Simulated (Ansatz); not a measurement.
Program: Ansatz 0.2.0.

Basis-set series for CH$_{5}$BrOSi, SMILES `C[SiH](O)Br`. Total charge 0; spin multiplicity 1. Geometry: relaxed with PBE0-D4/def2-TZVP. It is one conformer, not always the lowest.

```
functional       basis  functions  energy (Eh)  HOMO (eV)  LUMO (eV)
   PBE0-D4    def2-SVP        103  -2979.05482      -8.09       1.06
   PBE0-D4  def2-TZVPP        222  -2979.61756      -8.23       0.52
   ωB97M-V    def2-SVP        103  -2979.38270     -10.28       2.84
   ωB97M-V  def2-TZVPP        222  -2979.94981     -10.45       2.07
```

**Question.** Give the rows for def2-QZVPP. (An estimate is asked.)

**Answer.** The calculation gave: 
```csv
functional,basis,functions,energy (Eh),HOMO (eV),LUMO (eV)
PBE0-D4,def2-QZVPP,423,-2979.68721,-8.25,0.21
ωB97M-V,def2-QZVPP,423,-2980.01658,-10.47,1.46
```

Positive LUMOs are unbound and depend on the basis. Scalar relativity is left out up to krypton.
